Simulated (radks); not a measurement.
All-electron atom: Rh3+ in [Kr] 4d6 (the NIST ground configuration). Method: Dirac Kohn-Sham, PBEsol, spin-unpolarised, spherical densities, point nucleus; open shells are shared between the two j in proportion to 2j + 1; computed with a radial shooting solver on a logarithmic mesh with Libxc functionals. Some entries of the table are withheld. Estimate them.

| orbital | occ. | eigenvalue (Ry) | <r^2> (bohr^2) | <1/r> (bohr^-1) |
|---|---|---|---|---|
| 1s1/2 | 2 | -1694.130 | 0.001439 | 47.04 |
| 2s1/2 | 2 | -247.8949 | 0.02370 | 10.78 |
| 2p1/2 | 2 | (1) | 0.01778 | 10.77 |
| 2p3/2 | 4 | (2) | 0.01912 | 10.17 |
| 3s1/2 | 2 | -46.50266 | 0.1748 | 3.741 |
| 3p1/2 | 2 | -39.40494 | 0.1709 | (3) |
| 3p3/2 | 4 | -37.57713 | 0.1804 | (4) |
| 3d3/2 | 4 | -25.00217 | 0.1623 | 3.330 |
| 3d5/2 | 6 | -24.64146 | 0.1652 | 3.293 |
| 4s1/2 | 2 | -8.70093 | 1.071 | 1.419 |
| 4p1/2 | 2 | -6.52242 | 1.248 | 1.303 |
| 4p3/2 | 4 | -6.22603 | 1.317 | 1.259 |
| 4d3/2 | 2.4 | -2.92392 | (5) | 0.9743 |
| 4d5/2 | 3.6 | -2.88769 | (6) | 0.9641 |

Answer. 
(1) 2p1/2 eigenvalue (Ry): -229.7559
(2) 2p3/2 eigenvalue (Ry): -219.1365
(3) 3p1/2 <1/r> (bohr^-1): 3.646
(4) 3p3/2 <1/r> (bohr^-1): 3.502
(5) 4d3/2 <r^2> (bohr^2): 2.180
(6) 4d5/2 <r^2> (bohr^2): 2.221
